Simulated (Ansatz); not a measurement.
Cost and result for the atomization energy of `O[SiH](O)N[SiH2]F` (12 atoms, 11 bonds).

```xyz
12

O     1.099   -1.552   -1.673
Si    1.137   -0.518   -0.405
O     0.957   -1.189    1.076
N    -0.140    0.636   -0.565
Si   -1.130    1.207    0.703
F    -1.981   -0.013    1.318
H     0.278   -2.005   -1.870
H     2.493    0.050   -0.433
H     0.089   -1.492    1.350
H    -0.371    0.944   -1.498
H    -0.346    1.734    1.839
H    -2.085    2.199    0.158
```

The species carries charge 0 and has multiplicity 1. Geometry: relaxed with PBE0-D4/def2-TZVP. It is one conformer, not always the lowest. Program: Ansatz. All runs use 2 threads of an AMD EPYC 7R13 on a shared host and a share of an NVIDIA H100 80 GB. Times are those of one run each, without the atoms' runs, and a repeat can differ threefold. Electronic energies, without spin–orbit coupling; frozen cores. CCSD(T)/CBS adds CCSD(T) − MP2 in def2-TZVPP to the MP2 limit, and its time is that of the two runs behind it. T1 = 0.012. B3LYP takes the VWN-RPA correlation (the form of Gaussian; ORCA's B3LYP/G).

CCSD(T)/CBS is a level of theory with its own doubt, some kJ/mol a heavy atom from the limit and from the frozen cores, so smaller differences don't rank the functionals.

| level | functions | wall time |
| --- | --- | --- |
| B3LYP-D4/def2-TZVPP (with forces) | 292 | 13 s |
| CCSD(T)/def2-TZVPP | 292 | 13 s |
| PBE-D4/def2-TZVPP (with forces) | 292 | 14 s |
| PBE0-D4/def2-TZVPP | 292 | 14 s |
| MP2/def2-QZVPP | 548 | 14 s |
| B2PLYP/def2-TZVPP | 292 | 14 s |
| ωB97X-V/def2-TZVPP | 292 | 16 s |
| r2SCAN-D4/def2-TZVPP (with forces) | 292 | 17 s |
| ωB97M-V/def2-TZVPP (with forces) | 292 | 18 s |
| CCSD(T)/CBS(def2) | – | 27 s |

**Question.** What atomization energy does each give, and how far from CCSD(T)/CBS? (An estimate is asked.)

**Answer.** The calculation gave: 
```csv
level,atomization (kJ/mol),difference from CCSD(T)/CBS,per bond
B3LYP-D4/def2-TZVPP (with forces),4555.3,-47.1,-4.3
CCSD(T)/def2-TZVPP,4449.9,-152.5,-13.9
PBE-D4/def2-TZVPP (with forces),4595.1,-7.3,-0.7
PBE0-D4/def2-TZVPP,4503.7,-98.7,-9.0
MP2/def2-QZVPP,4651.8,49.4,4.5
B2PLYP/def2-TZVPP,4520.8,-81.6,-7.4
ωB97X-V/def2-TZVPP,4592.1,-10.3,-0.9
r2SCAN-D4/def2-TZVPP (with forces),4561.8,-40.6,-3.7
ωB97M-V/def2-TZVPP (with forces),4591.3,-11.1,-1.0
CCSD(T)/CBS(def2),4602.4,0.0,0.0
```

From PBE to PBE0 (25 % exact exchange), in def2-TZVPP and without D4, the atomization energy moves by −87.1 kJ/mol: exact exchange takes away binding that semilocal exchange gives to molecules. The D4 term adds +45.5 kJ/mol with B3LYP and +23.9 kJ/mol with PBE0; it sums over pairs of atoms, weighted by their polarisabilities, and B3LYP, whose exchange is more repulsive, gets the larger term. In def2-TZVPP, CCSD(T) changes the Hartree–Fock value by +1182.2 kJ/mol (the triples alone add +65.3 kJ/mol) and MP2 by +1291.2 kJ/mol; breaking electron pairs costs correlation energy, which Hartree–Fock lacks.
